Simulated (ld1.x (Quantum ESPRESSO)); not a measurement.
# gold, ultrasoft: configuration errors across variants

Au, ultrasoft, made with ld1.x (Quantum ESPRESSO) 7.5 (LDA (PZ), scalar-relativistic). Core [Xe] 4f14, reference 5d10 6s0.75 6p0.25. Waves: 6s (bound): rcut 1.80, rcutus 2.50 bohr; 6s channel at 1 Ry: rcut 1.80, rcutus 2.50 bohr; 6p (bound): rcut 2.85, rcutus 3.40 bohr; 6p channel at 4.75 Ry: rcut 2.85, rcutus 3.40 bohr; 5d (bound): rcut 0.90, rcutus 1.25 bohr; 5d channel at 0.55 Ry: rcut 0.90, rcutus 1.25 bohr. Local part: all-electron potential smoothed inside 3.20 bohr (lloc = -1). Core correction: a·sin(br)/r model core, default radius (core density twice the valence density). Augmentation charge: PSQ, radius 0.95 bohr.

All-electron excitation energies from the reference (eV): (1) 5d10 6s1 6p0 -1.307; (2) 5d10 6s0 6p0 8.467; (3) 5d9 6s0 6p0 29.968; (4) 5d10 6s0 6p1 4.091; (5) 5d9 6s1 6p0 11.067; (6) 5d9 6s2 6p0 0.294; (7) 5d8 6s0 6p0 64.135; (8) 5d10 6s0.75 6p0.25 spin -0.118; (9) 5d10 6s1 6p0 spin -1.441.

Spin tests fill each open shell by Hund’s rule, majority spin first.

6 further variants failed, have other tests or too few solved ones, and are left out.

Errors AE − PS in meV (a dash: test not solved or not reliable):

| change | (1) | (2) | (3) | (4) | (5) | (6) | (7) | (8) | (9) | bound ghosts |
| --- | --- | --- | --- | --- | --- | --- | --- | --- | --- | --- |
| base | -1.5 | -33 | -56 | -24 | -43 | -112 | -205 | +18 | +27 | none |
| waves 6s (bound): rcut 1.80, rcutus 2.08 bohr; 6s channel at 1 Ry: rcut 1.80, rcutus 2.08 bohr | -0.4 | -9.3 | -45 | -9.0 | -21 | -31 | -220 | +2.6 | +4.5 | none |
| waves 6s (bound): rcut 1.80, rcutus 2.38 bohr; 6s channel at 1 Ry: rcut 1.80, rcutus 2.38 bohr | 0.0 | -11 | -38 | -5.2 | -27 | -41 | -197 | +3.4 | +5.4 | none |
| waves 6s (bound): rcut 1.80, rcutus 2.74 bohr; 6s channel at 1 Ry: rcut 1.80, rcutus 2.74 bohr | -12 | -279 | -282 | -258 | – | – | – | – | – | none |

Problem. Give the same row for: waves 6s (bound): rcut 1.80, rcutus 2.62 bohr; 6s channel at 1 Ry: rcut 1.80, rcutus 2.62 bohr.

Solution. -5.6, -106, -120, -92, -77, –, –, –, –; bound ghosts: none.
